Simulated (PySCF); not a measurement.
Spin states of KB⁺

Unrestricted PBE0; PySCF, no relativity, basis sets K aug-pcseg-1, B aug-pcseg-1. Outer shells of the fragments: K+ closed shells only; B 2s2 2p1.

Followed along the bond (rough minima from three points):

| 2Ms+1 | unpaired | ⟨S²⟩ at the start | R at minimum (Å) | Te (eV) |
| --- | --- | --- | --- | --- |
| 2 | σ ↑ | 0.75 | 3.38 | 0.00 |
| 2 | π ↑ | 0.75 | 3.52 | 0.34 |
| 4 | σ ↑↑, π ↑ | 3.75 | 3.56 | 3.43 |

Solutions found at the starting distance of 2.860 Å, counted from the lowest of them; the search is not exhaustive and high or unbound solutions are not listed, so other states can lie among these:

```csv
2Ms+1,unpaired,term,E (eV),⟨S²⟩,⟨Lz²⟩,μ (D)
2,σ ↑,²Σ⁺,0.00,0.75,0.00,-1.48
2,π ↑,²Π,0.28,0.75,1.00,-1.56
4,"σ ↑↑, π ↑",⁴Π,3.45,3.75,1.00,-2.04
4,"σ ↑, π ↑↑",⁴Σ⁻,3.70,3.75,0.00,-1.82
2,δ ↑,²Δ,7.84,0.75,4.00,7.11
4,σ ↑↑↑,⁴Σ⁺,9.38,3.75,0.00,7.29
```

A term symbol is given only where ⟨S²⟩ and ⟨Lz²⟩ are close to those of a pure state; real π, δ and φ orbitals otherwise mix terms. A positive dipole points towards B; it is taken about the centre of mass and depends on that origin.

Task: Compare the gap between the two lowest followed solutions at the starting distance with the gap between their minima.

Result: At PBE0 the second solution (doublet, unpaired electrons π ↑) lies +0.28 eV from the first (doublet, unpaired electrons σ ↑) at 2.860 Å and +0.34 eV at the minima; the two curves relax by different amounts, since their minima lie near 3.52 and 3.38 Å.

Counting both spins, an empty level lies below a filled one in some of these solutions, because spin and occupation are held.
